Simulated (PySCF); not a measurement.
quinoxaline (C8H6N2), SMILES c12nccnc2cccc1.

Coordinates come from a B3LYP-D3(BJ)/def2-SVP optimisation.

Two levels are set side by side: TDA-PBE/def2-SVPD (PySCF) and TDA-LC-ωPBE/def2-SVPD (PySCF). Vertical, same geometry. The lowest singlet is HOMO→LUMO 99 % with PBE and HOMO−2→LUMO 92 % with the other functional; states are paired by order. Differences are taken from unrounded values.

```tsv
quantity	TDA-LC-ωPBE	TDA-PBE	TDA-PBE minus TDA-LC-ωPBE
lowest singlet excitation (eV)	3.96	2.94	-1.03
lowest triplet excitation (TDA) (eV)	3.14	2.48	-0.66
```

Functionals without exact exchange tend to place singlet excitations lower, as here. Differences between two approximate levels are no errors against the true value.

Rough cost on one machine, each run with all the roots and properties that it gave: TDA-LC-ωPBE against TDA-PBE about 4 times.
